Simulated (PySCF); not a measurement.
# Electron correlation in Ar (argon, neutral)

[Ar], closed-shell 1S. Computed with PySCF 2.14 in aug-cc-pCVQZ-DK (10s9p7d5f3g, 134 functions), with the spin-free X2C one-electron Hamiltonian (Gaussian nucleus). Frozen: 1s2; 16 electrons correlated.

MP2 pair energies summed by pair of shells (mhartree):

```tsv
pair	energy	share (%)
2p-2p	-195.89	33.8
3p-3p	-168.68	29.1
2s-2p	-63.03	10.9
3s-3p	-56.70	9.8
2p-3p	-48.16	8.3
2p-3s	-15.76	2.7
2s-2s	-10.52	1.8
3s-3s	-9.97	1.7
2s-3p	-8.30	1.4
2s-3s	-3.00	0.5
```

Total MP2 correlation energy: -580.01 mhartree.

Same-spin part -150.34 and opposite-spin part -429.68 mhartree; SCS-MP2 scales them by 1/3 and 6/5 to -565.73 mhartree.
